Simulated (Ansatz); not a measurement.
`O/C([SiH3])=C(\O)S` and `B/C(O)=C(/O)[SiH3]` differ in one atom or group.

Ansatz, PBE0-D4/def2-TZVP geometries, multiplicity 1. Each molecule was computed in one conformer, which needn't be the lowest.

```csv
property,`O/C([SiH3])=C(\O)S`
HOMO energy (PBE/def2-TZVPP) / eV,-5.08
LUMO energy (PBE0/def2-TZVPP) / eV,-0.30
HOMO–LUMO gap (PBE/def2-TZVPP) / eV,3.90
HOMO energy (ωB97M-V/def2-TZVPP) / eV,-8.40
size of the dipole moment (ωB97M-V/def2-TZVPP) / D,1.87
HOMO energy (PBE0/def2-TZVPP) / eV,-6.25
```

Task: Give the same properties after the change, and the shifts. (Estimate.)

Result: Ansatz gave: 
```tsv
property	`B/C(O)=C(/O)[SiH3]`	shift
HOMO energy (PBE/def2-TZVPP) / eV	-5.52	-0.44
LUMO energy (PBE0/def2-TZVPP) / eV	-1.92	-1.62
HOMO–LUMO gap (PBE/def2-TZVPP) / eV	2.75	-1.15
HOMO energy (ωB97M-V/def2-TZVPP) / eV	-8.73	-0.33
size of the dipole moment (ωB97M-V/def2-TZVPP) / D	3.03	1.16
HOMO energy (PBE0/def2-TZVPP) / eV	-6.61	-0.36
```

With PBE0 the HOMO falls by 0.36 eV and the LUMO falls by 1.62 eV, so the gap narrows by about 1.26 eV. PBE moves the HOMO by -0.44 eV and ωB97M-V by -0.33 eV. Dipoles are sizes alone; their direction can turn.
